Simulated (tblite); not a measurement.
Species: C6H14AlNO.
Bonds: C1–C2, C2–N3 (triple), N3–Al4, Al4–O5, O5–C6, C6–C7, C7–C8, C8–C9. Hydrogens: H10, H11, H12 on C1; H13, H14 on Al4; H15, H16 on C6; H17, H18 on C7; H19, H20 on C8; H21, H22, H23 on C9.
Bond orders are those of one Lewis drawing.

Computed with GFN2-xTB (tblite), gas phase: L-BFGS steps from a force-field or distance-geometry start until the largest atomic force falls under 0.01 eV/Å.

Step 43: E = -764.7878 eV
```
atom  x, y, z in Å  |  force x, y, z in eV/Å
C1      4.3665    0.9959   -1.1157   -0.046  -0.076   0.114
C2      3.8064    0.2315   -0.0378   -0.090  -0.096   0.020
N3      3.3482   -0.4192    0.7906    0.136   0.187  -0.318
Al4     1.7930   -1.1142    1.9331    0.048  -0.130  -0.037
O5      0.5193   -0.3217    1.2247    0.061   0.180  -0.241
C6     -0.5164    0.3997    0.6468   -0.019   0.014   0.035
C7     -1.6685   -0.4845    0.1744    0.037   0.051  -0.071
C8     -2.7682    0.4060   -0.3877   -0.086   0.129   0.030
C9     -3.9508   -0.3621   -0.9453   -0.078  -0.090   0.002
H10     3.5490    1.3403   -1.7550    0.089  -0.042   0.040
H11     5.0420    0.3583   -1.6962   -0.105   0.110   0.095
H12     4.9164    1.8667   -0.7445   -0.097  -0.195   0.034
H13     1.8506   -2.6458    1.7456   -0.004   0.003  -0.128
H14     2.3256   -0.5098    3.2301    0.047   0.152   0.255
H15    -0.9133    1.1023    1.3957    0.106   0.066  -0.125
H16    -0.1577    0.9749   -0.2339    0.074  -0.102   0.375
H17    -2.0293   -1.0804    1.0167   -0.019   0.031  -0.096
H18    -1.3018   -1.1571   -0.5984    0.034  -0.157  -0.026
H19    -2.3584    1.0545   -1.1625    0.104  -0.047  -0.152
H20    -3.1037    1.0645    0.4051   -0.195   0.170   0.253
H21    -4.3974   -0.9799   -0.1778   -0.010  -0.202   0.168
H22    -4.7294    0.3101   -1.2963    0.081   0.070  -0.137
H23    -3.6270   -1.0030   -1.7592   -0.069  -0.028  -0.092
```

Step 44: E = -764.8011 eV
```
atom  x, y, z in Å  |  force x, y, z in eV/Å
C1      4.3583    0.9883   -1.1026   -0.059  -0.085   0.084
C2      3.8132    0.2101   -0.0290   -0.064  -0.050  -0.049
N3      3.3640   -0.4602    0.7873    0.044   0.107  -0.192
Al4     1.7726   -1.1327    1.9042   -0.028  -0.026   0.010
O5      0.5424   -0.2413    1.2107    0.262  -0.089  -0.099
C6     -0.5055    0.4663    0.6436   -0.102  -0.021  -0.036
C7     -1.6508   -0.4371    0.1854   -0.079   0.055  -0.137
C8     -2.7781    0.4197   -0.3933   -0.071   0.012   0.058
C9     -3.9369   -0.4094   -0.9403    0.049   0.016   0.104
H10     3.5310    1.3287   -1.7315    0.097  -0.045   0.027
H11     5.0333    0.3567   -1.6891   -0.089   0.115   0.062
H12     4.9030    1.8616   -0.7343   -0.071  -0.166   0.060
H13     1.7507   -2.6781    1.6735    0.008   0.210  -0.094
H14     2.3363   -0.5859    3.2367   -0.049   0.047   0.045
H15    -0.9041    1.1609    1.3976    0.091   0.118  -0.135
H16    -0.1627    1.0382   -0.2445    0.077  -0.049   0.370
H17    -1.9981   -1.0263    1.0399   -0.020   0.058  -0.130
H18    -1.2819   -1.1214   -0.5785    0.054  -0.099   0.020
H19    -2.3839    1.0697   -1.1796    0.042  -0.133  -0.072
H20    -3.1276    1.0819    0.3952   -0.212   0.080   0.131
H21    -4.3534   -1.0328   -0.1542    0.045  -0.103   0.043
H22    -4.7483    0.2253   -1.3026    0.224  -0.036  -0.091
H23    -3.5783   -1.0551   -1.7420   -0.150   0.083   0.020
```

Q: Estimate the geometry and energy of step 45. (The exact step hangs on the optimiser's Hessian estimate; all steps are aligned on step 44, rigid shifts and turns removed.)

A: E = -764.8164 eV, largest force 0.245 eV/Å
```
atom  x, y, z in Å  |  force x, y, z in eV/Å
C1      4.3563    0.9888   -1.1030   -0.024  -0.036   0.010
C2      3.8030    0.2161   -0.0366    0.005   0.046  -0.135
N3      3.3532   -0.4501    0.7787   -0.081  -0.095   0.067
Al4     1.7776   -1.1264    1.9100    0.195  -0.054   0.139
O5      0.5516   -0.2609    1.2045   -0.045   0.014  -0.175
C6     -0.5042    0.4429    0.6458   -0.073  -0.019  -0.033
C7     -1.6556   -0.4482    0.1795   -0.055  -0.011  -0.098
C8     -2.7793    0.4196   -0.3917    0.046   0.057   0.097
C9     -3.9432   -0.3976   -0.9418    0.141  -0.041   0.156
H10     3.5400    1.3331   -1.7388    0.018  -0.011  -0.025
H11     5.0302    0.3545   -1.6815   -0.013   0.057  -0.005
H12     4.9020    1.8559   -0.7307   -0.019  -0.077   0.087
H13     1.7863   -2.6613    1.6869   -0.001   0.086  -0.097
H14     2.3272   -0.5525    3.2404   -0.048   0.028   0.023
H15    -0.8984    1.1363    1.3998    0.055   0.132  -0.060
H16    -0.1594    1.0177   -0.2316    0.105   0.042   0.199
H17    -2.0076   -1.0377    1.0295   -0.042   0.019  -0.072
H18    -1.2935   -1.1368   -0.5851    0.049  -0.052   0.015
H19    -2.3744    1.0644   -1.1789   -0.015  -0.111  -0.017
H20    -3.1225    1.0805    0.4053   -0.166   0.034   0.018
H21    -4.3643   -1.0198   -0.1560    0.037  -0.091  -0.003
H22    -4.7389    0.2477   -1.3035    0.063   0.039  -0.119
H23    -3.5909   -1.0390   -1.7488   -0.132   0.043   0.028
```

The energy changes by -0.0153 eV. The first-order estimate −F·Δx gives -0.0240 eV and the mean of the old and new forces, exact on a quadratic surface, -0.0153 eV. The step makes an angle of 73° with the force vector and moves no atom by more than 0.042 Å.

What follows is the cost of the whole relaxation. Hardware: one thread, Intel Xeon at 2.50 GHz (x86_64), shared host. Cost: 4.2 s wall, 2.5 s CPU.
